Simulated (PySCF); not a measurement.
Isomers of C8H12BN. The calculation used PBE0-D3(BJ)/def2-SVP geometry optimisation, gas phase in PySCF. One conformer each; no zero-point energy, no entropy. No frequencies were run at this level. Point groups hold within 0.08 Å.

**Question.** Rank from lowest to highest electronic energy at this level (kcal/mol).
A. `[BH2:1][c:2]1[cH:3][cH:4][cH:5][cH:6][c:7]1[N:8]([CH3:9])[CH3:10]` with H–B1–C2–C3 17° and -158°
B. `[CH3:1][N:2]([CH3:3])[BH:4][c:5]1[cH:6][cH:7][cH:8][cH:9][cH:10]1` with N2–B4–C5–C6 138°

**Answer.** B (0.0), A (40.0).

As drawn, the lower has a B–N bond, which the higher lacks.

```json
{"SMILES": "CN(C)Bc1ccccc1", "E (Eh)": "-390.97722", "E rel (kcal/mol)": "0.0", "dipole (D)": "1.74", "point group": "C1", "A, B, C (MHz)": "3433, 711.3, 625.2"}
{"SMILES": "Bc1ccccc1N(C)C", "E (Eh)": "-390.91340", "E rel (kcal/mol)": "40.0", "dipole (D)": "2.62", "point group": "C1", "A, B, C (MHz)": "2184, 1178, 805.6"}
```
